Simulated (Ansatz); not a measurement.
Total energies of the cluster As₂P (the lowest doublet isomer of a short search) from Ansatz at r2SCAN-D4/def2-TZVP, gas phase (1 Eh = 27.2114 eV = 2625.5 kJ/mol). The reference geometry is relaxed at PBE0-D4/def2-TZVP.

```xyz
3

P    -0.749   -0.461    0.828
As   -0.471    1.076   -0.706
As    1.220   -0.616   -0.123
```

```
                 state                      geometry  energy (Eh)
      charge 0 doublet                     reference  -4813.08648
      charge 1 singlet                     reference  -4812.80344
      charge 0 quartet  relaxed at PBE0-D4/def2-TZVP  -4813.02032
 free P atom (quartet)                             –   -341.23792
free As atom (quartet)                             –  -2235.79940
```

(1) Work out the vertical ionisation energy to the singlet.

(2) Which of the charge 0 states is lowest, and how far above it are the others?

(3) What is the binding energy per atom against free atoms?

(1) E(charge 1 singlet) − E(charge 0 doublet) = -4812.80344 − (-4813.08648) = 0.28304 Eh = 7.70 eV. For comparison, −ε of the highest occupied level of the spin that leaves is 4.98 eV at this level, 2.72 eV less.

(2) The doublet. quartet: -4813.02032 − (-4813.08648) = 0.06616 Eh = 173.7 kJ/mol.

(3) Atoms: 1 × (-341.23792) + 2 × (-2235.79940) = -4812.83672 Eh. Binding: -4812.83672 − (-4813.08648) = 0.24976 Eh = 6.80 eV, or 2.27 eV for each of 3 atoms (no zero-point energy, no counterpoise term).

The structure comes from a short search, and lower isomers may exist.
